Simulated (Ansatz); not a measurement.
Reaction (ligand exchange at the In–F bond): `[CH3][In]([F])[Cl]` + CH₃NH₂ → `C[NH][In]([CH3])[Cl]` + H–F

Gas-phase electronic energies from Ansatz, PBE0-D4/def2-TZVP geometries. CBS: MP2 limit from def2 TZ/QZ plus the TZ coupled-cluster correction, frozen cores. This one scheme is used for every species. DFT in def2-TZVPP. B3LYP here is the variant with VWN-RPA as its local correlation; programs differ in this. def2 core potentials past Kr. For In outer-core shells are correlated without core-valence functions, which leaves a few kJ/mol of doubt a bond. Each species was taken in one conformer, which may not be the lowest.

```csv
species,B3LYP-D4 energy (Eh)
`[CH3][In]([F])[Cl]`,-790.34513
CH₃NH₂,-95.90760
`C[NH][In]([CH3])[Cl]`,-785.73730
H–F,-100.49283
```

Question: Work out ΔE.

Answer: ΔE = (-785.73730) + (-100.49283) − (-790.34513) − (-95.90760) = 0.02260 Eh = +59.3 kJ/mol. CCSD(T)/CBS gives +45.8 kJ/mol.

Largest T1 diagnostic among the species: 0.014.

The D4 term adds −8.8 kJ/mol with B3LYP and −5.1 kJ/mol with PBE0; it sums over pairs of atoms, weighted by their polarisabilities, and B3LYP, whose exchange is more repulsive, gets the larger term. In def2-TZVPP, CCSD(T) changes the Hartree–Fock value by −28.1 kJ/mol (the triples alone add −2.9 kJ/mol) and MP2 by −34.3 kJ/mol. From PBE to PBE0 (25 % exact exchange), in def2-TZVPP and without D4, ΔE moves by −3.8 kJ/mol.
